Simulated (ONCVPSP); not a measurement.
**titanium: one change to an ONCV potential, before and after**

| Item | Value |
| --- | --- |
| Element | Ti |
| Generator | ONCVPSP 4.0.1 |
| Type | optimised norm-conserving Vanderbilt (ONCV) |
| Functional | PBE |
| Relativity | scalar-relativistic |
| Frozen core | [Ne] |
| Valence charge | 12 |
| Reference configuration | 3s2 3p6 3d2 4s2 |
| Partial waves | 3s+4s: rc 2.00 bohr, ncon 4, nbas 7, qcut 7.2 1/bohr, 2 projectors; 3p: rc 1.75 bohr, ncon 4, nbas 8, qcut 6.6 1/bohr, 3 projectors, debl 0.5 Ha; 3d: rc 2.15 bohr, ncon 3, nbas 8, qcut 8 1/bohr, 3 projectors, debl 3 Ha; f scattering state at 0.05 Ha: rc 1.90 bohr, ncon 3, nbas 7, qcut 6.4 1/bohr, 2 projectors, debl 3.9 Ha |
| Local potential | polynomial inside 1.50 bohr (lpopt 5, dvloc0 -1 Ha) |
| Core correction | none |

In the p channel the program set the typed energies aside and used -1.428, 0.250, 0.750 Ha.

Change: all radii scaled by about 1.09 (s 2.18, p 1.92, d 2.34, f 2.08 bohr); local potential polynomial inside 1.64 bohr (lpopt 5, dvloc0 -1 Ha).

Cutoffs: the cutoffs (Ha) at which the residual kinetic energy of the hardest occupied pseudo-wave falls to 1 and 0.1 mHa per electron; they do not see the model core or the augmentation charge, which bear on the density cutoff. Errors are all-electron minus pseudo energies relative to the spin-unpolarised reference configuration.

Problem. What does the change do?

Solution. The potential gets neither clearly harder nor softer (22 Ha and 25 Ha → 20 Ha and 23 Ha); of the 4 tests that both files solve, the error grows in 3 and shrinks in 0 by more than 15 % and 0.3 meV (median size 56.9 → 70.4 meV); neither file shows a bound ghost. More of the atom is replaced by a form fitted at one configuration, so other configurations suffer.

```tsv
quantity	base	changed
cutoff, loose	22 Ha	20 Ha
cutoff, tight	25 Ha	23 Ha
loose cutoff by channel	s 7.6 Ha, p 17 Ha, d 22 Ha	s 7.9 Ha, p 17 Ha, d 20 Ha
bound ghosts	none	none
GHOST(+) flags under 300 eV	none	none
error for 3s2 3p6 3d2 4s1, meV [ΔE 7.35 eV]	0.0	-0.2
error for 3s2 3p6 3d2 4s0, meV [ΔE 20.92 eV]	-1.5	-3.4
error for 3s2 3p6 3d1 4s0, meV [ΔE 47.87 eV]	+112	+137
error for 3s1 3p6 3d2 4s2, meV [ΔE 69.65 eV]	-430	-509
```
